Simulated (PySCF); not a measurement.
Compound: C₅H₂F₂.
SMILES: `C#C[C@]1(F)C=C1F`

Computed with PBE0-D3(BJ)/def2-SVP geometry optimisation, gas phase in PySCF.

Take the most abundant isotopes and a rigid rotor. 

(1) What are A, B and C (GHz)?

(2) Classify the top.

(3) Is it planar, by Δ = Ic − Ia − Ib?

(4) Give the coordinates in the principal-axis frame, origin at the centre of mass.

(5) Which lines would a microwave search look for?

(6) Estimate the classical rotational partition function at 10 K, 200 K and 500 K.

## Answers

(1) Ia = 118.15, Ib = 248.30, Ic = 295.08 u·Å²; 505379 MHz·u·Å²/I gives 4278, 2035 and 1713 MHz, that is A = 4.2776, B = 2.0354, C = 1.7127 GHz.

(2) An asymmetric top. Ray's parameter κ = (2B − A − C)/(A − C) = -0.748; −1 is the prolate and +1 the oblate limit.

(3) Not planar: Δ = Ic − Ia − Ib = -71.36 u·Å². For a rigid frame Δ = −2 Σ m c², so Σ m c² = 35.68 u·Å² lies off the ab plane: 5.53 from hydrogen and 30.15 from heavier atoms. The atom farthest from that plane is 2.34 Å away.

(4) The sense of each axis is arbitrary; atoms in the order of the calculation.
| atom | mass (u) | a (Å) | b (Å) | c (Å) |
| --- | --- | --- | --- | --- |
| C1 | 12.000 | 2.469 | -1.078 | -0.078 |
| C2 | 12.000 | 1.460 | -0.415 | -0.004 |
| C3 | 12.000 | 0.234 | 0.355 | 0.097 |
| F4 | 18.998 | 0.391 | 1.585 | -0.489 |
| C5 | 12.000 | -0.693 | 0.255 | 1.281 |
| C6 | 12.000 | -1.097 | -0.225 | 0.145 |
| F7 | 18.998 | -2.027 | -0.822 | -0.537 |
| H8 | 1.008 | 3.369 | -1.662 | -0.145 |
| H9 | 1.008 | -0.794 | 0.486 | 2.338 |

(5) The dipole components are |μa| = 0.09 D, |μb| = 1.15 D, |μc| = 1.64 D. Intensities carry the squares of the components, which stand as 0.00 : 0.49 : 1.00 (a : b : c). Some of the stronger lines:

```
type  branch         J(Ka,Kc)    MHz  lower level (cm⁻¹)
   c       Q  3(1,3) ← 3(0,3)   1576               0.745
   b       Q  2(1,1) ← 2(0,2)   2920               0.374
   b       Q  3(1,2) ← 3(0,3)   3510               0.745
   b       R  3(1,2) ← 2(2,1)   4980               0.696
   b       R  2(0,2) ← 1(1,1)   5222               0.200
   c       Q  3(2,2) ← 3(1,2)   6264               0.862
   c       Q  2(2,1) ← 2(1,1)   6727               0.471
   b       Q  2(2,0) ← 2(1,1)   6759               0.471
   b       R  3(0,3) ← 2(1,2)   9165               0.439
   b       R  2(1,2) ← 1(0,1)   9416               0.125
   c       R  2(1,1) ← 1(0,1)  10384               0.125
   b       Q  3(3,0) ← 3(2,1)  11879               1.076
   b       Q  3(3,1) ← 3(2,2)  12037               1.071
   b       R  2(2,1) ← 1(1,0)  14546               0.211
   c       R  3(1,2) ← 2(0,2)  14627               0.374
   c       R  2(2,1) ← 1(1,1)  14868               0.200
   b       R  2(2,0) ← 1(1,1)  14901               0.200
   b       R  3(2,2) ← 2(1,1)  17971               0.471
   c       R  3(2,1) ← 2(1,1)  18131               0.471
   b       R  3(3,1) ← 2(2,0)  23249               0.697
   c       R  3(3,0) ← 2(2,0)  23251               0.697
   c       R  3(3,1) ← 2(2,1)  23281               0.696
   b       R  3(3,0) ← 2(2,1)  23283               0.696
```

(6) Point group C1, symmetry number σ = 1; q = (√π/σ)·√((kT/h)³/(ABC)), k/h = 20836.6 MHz/K: 1380 at 10 K, 123000 at 200 K, 488000 at 500 K.

Stationary, but not proved a minimum. Constants of a rigid frame at the computed geometry: no zero-point averaging, no centrifugal distortion.
